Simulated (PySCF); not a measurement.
SMILES O[Si]([SiH3])(Cl)Cl (H4Cl2OSi2), CAM-B3LYP/def2-SVP optimised geometry.

```
9

O     -1.30    -1.74    -1.35
Si    -0.74    -0.99     0.00
Si    -1.55    -2.09     1.88
Cl     1.33    -0.99     0.00
Cl    -1.33     0.99     0.00
H     -1.05    -1.41    -2.22
H     -1.08    -3.50     1.88
H     -1.05    -1.39     3.09
H     -3.04    -2.06     1.87
```

Density from CAM-B3LYP/def2-TZVP (PySCF) at that geometry.

Minimum of the electron density along straight lines between bonded atoms, close to the bond critical point (lines longer than 1.1 times the sum of covalent radii, or with two minima, are not listed):

```tsv
bond	length / Å	ρ at the minimum / e bohr⁻³	∇²ρ there / e bohr⁻⁵	position (fraction from the first atom)
O1–Si2	1.643	0.141	0.82	0.59
Si2–Si3	2.325	0.099	-0.15	0.64
Si2–Cl4	2.069	0.099	0.19	0.36
Si2–Cl5	2.069	0.099	0.19	0.36
O1–H6	0.965	0.348	-2.38	0.81
Si3–H7	1.487	0.121	0.15	0.49
Si3–H8	1.487	0.121	0.15	0.49
Si3–H9	1.487	0.121	0.15	0.49
```
